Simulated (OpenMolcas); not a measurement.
## Fe4+, Ru4+, Os4+: d⁴ down the group

| Item | Value |
| --- | --- |
| Program | OpenMolcas |
| Method | CASSCF |
| Basis | ANO-RCC-VQZP |
| Scalar Hamiltonian | DKH2, point nucleus |
| Spin-orbit coupling | state interaction with AMFI integrals over the reference wave functions, term energies averaged over their components |

Active space for each ion: 4 electrons in 10 orbitals (d d).

Computed levels in cm-1 above ⁵D₀:

| Level | Fe4+ | Ru4+ | Os4+ |
| --- | --- | --- | --- |
| ⁵D₁ | 147 | 448 | 3636 |
| ⁵D₂ | 432 | 1229 | 7193 |
| ⁵D₃ | 843 | 2237 | 10275 |
| ⁵D₄ | 1366 | 3403 | 12743 |
| ³H₄ | 26590 | 20033 | 21825 |
| ³H₅ | 26913 | 21099 | 27040 |
| ³H₆ | 27270 | 22021 | 29421 |
| ³P₀(1) | 28378 | 19919 | 20263 |
| ³P₁(1) | 29241 | 22289 | 27713 |
| weight of ⁵D in the lowest level (%) | 100 | 98 | 73 |

Mixed levels, with the weight of the term that names them: Os4+ ⁵D₀ (73 %), Os4+ ³H₄ (61 %), Os4+ ³P₀(1) (60 %).

Measured, with the error of the calculation in %. Measured levels: Fe4+ from Corliss and Sugar, J. Phys. Chem. Ref. Data 11, 135 (1982); Os4+ from the list in Palmeri et al., Atoms 14, 22 (2026).

| Level | Fe4+ | Os4+ |
| --- | --- | --- |
| ⁵D₁ | 142 (+3.1) | 4311 (-15.7) |
| ⁵D₂ | 417 (+3.4) | 8083 (-11.0) |
| ⁵D₃ | 803 (+4.9) | 11018 (-6.7) |
| ⁵D₄ | 1283 (+6.5) | 12966 (-1.7) |
| ³H₄ | 24932 (+6.6) | 20374 (+7.1) |
| ³H₅ | 25226 (+6.7) | 25344 (+6.7) |
| ³H₆ | 25528 (+6.8) | 27669 (+6.3) |
| ³P₀(1) | 24055 (+18.0) |  |
| ³P₁(1) | 24973 (+17.1) | 24680 (+12.3) |

The fine-structure level ⁵D₄ changes by a factor of 9.33 from Fe4+ to Os4+.

Without spin-orbit coupling ³H lies 26162, 19229, 17791 cm-1 above ⁵D in that order; the difference to the level ³H₄, of either sign, comes from spin-orbit coupling, which also lowers the zero.

Without dynamic correlation excited terms often stand tens of per cent too high (terms of higher spin than the ground term too low), and those without a measured partner can miss by more than the paired ones. Active for correlation alone: 4d; no level in the range computed is led by a configuration that fills it, so any true level of that kind is missing (holds for Fe4+). Active for correlation alone: 5d; no level in the range computed is led by a configuration that fills it, so any true level of that kind is missing (holds for Ru4+). Active for correlation alone: 6d; no level in the range computed is led by a configuration that fills it, so any true level of that kind is missing (holds for Os4+). Measured partners are found by configuration, term and J. A level has none where our copy of the source lacks it or the pairing is in doubt (some pairs that miss far off the trend of their configuration count as doubtful), and it then counts in no deviation. Levels of configurations outside the active space are missing.

A number in round brackets counts repeated terms of one configuration in the order of the reference energies.
